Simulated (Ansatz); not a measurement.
C$_{2}$H$_{9}$BSe, SMILES `C[BH-](C)[SeH2+]`, relaxed with RKS PBE0-D4/def2-TZVP in Ansatz 0.2.0 from a PBE-D4/def2-SVP geometry. The force threshold is 0.005 eV/Å; the program also tests the step.

Total charge 0; spin multiplicity 1.

Start:

```xyz
13

C    -0.896   -0.766    1.131
B    -0.082   -0.518   -0.236
C    -0.483    0.750   -1.133
Se    2.018   -0.172    0.508
H    -0.494   -1.574    1.778
H    -1.023    0.145    1.757
H    -1.923   -1.085    0.844
H     0.218   -1.543   -0.858
H    -0.558    1.700   -0.558
H     0.178    0.931   -2.008
H    -1.499    0.563   -1.550
H     2.646    0.359   -0.732
H     1.898    1.210    1.057
```

(1) By how much does the energy fall, and how many steps does the optimiser take? (Best estimate.)

(2) Which bonds change most? (Best estimate.)

(3) Give the relaxed structure. (Best estimate.)

## Answers

(1) The calculation gave: 1.03 kcal/mol, in 7 steps, 1 of them rejected.

(2) The calculation gave: B2–Se4 from 2.255 to 2.281 Å; B2–H8 from 1.237 to 1.214 Å; Se4–H13 from 1.493 to 1.472 Å; Se4–H12 from 1.488 to 1.469 Å.

(3) Ansatz gave: 
```xyz
13

C    -0.898   -0.766    1.120
B    -0.098   -0.526   -0.240
C    -0.484    0.742   -1.124
Se    2.021   -0.147    0.515
H    -0.502   -1.569    1.749
H    -0.998    0.133    1.738
H    -1.919   -1.066    0.850
H     0.208   -1.530   -0.852
H    -0.556    1.671   -0.547
H     0.180    0.922   -1.974
H    -1.482    0.564   -1.545
H     2.638    0.346   -0.724
H     1.890    1.224    1.034
```
